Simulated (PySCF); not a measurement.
## How methods differ on the excitation energy of In⁺

In⁺ [Kr] 4d10 5s2 (1S) → In⁺ [Kr] 4d10 5s1 5d1 (3D), as a difference of total energies. Computed with PySCF 2.14 in aug-cc-pwCVTZ-DK3, with scalar relativity by spin-free X2C-1e. Correlated levels: valence: [Kr] 4d10 frozen; valence and next inner shell: [Ar] 3d10 frozen. The calculations carry no spin-orbit coupling.

| method | excitation energy (eV) |
| --- | --- |
| UHF | 11.121 |
| LDA | 12.699 |
| PBE | 12.218 |
| PBE0 | 12.086 |
| r2SCAN | 12.182 |
| M06-2X | 12.291 |
| PW91 | 12.286 |
| CAM-B3LYP | 12.564 |
| MP2 (valence) | 11.669 |
| SCS-MP2 (valence) | 11.868 |
| MP2 (valence and next inner shell) | 12.809 |
| SCS-MP2 (valence and next inner shell) | 12.813 |

Question: How much does correlation contribute at MP2 (valence and next inner shell)?

Answer: 12.809 − (11.121) = 1.688 eV, measured against UHF.

Errors of the correlated levels include the incompleteness of this basis and the frozen core.

The promoted electron is Rydberg-like, and one or two diffuse shells describe it only roughly, which tends to raise the upper state.

For comparison: 12.674 eV (measured; NIST levels, between the centres of gravity of the two terms).
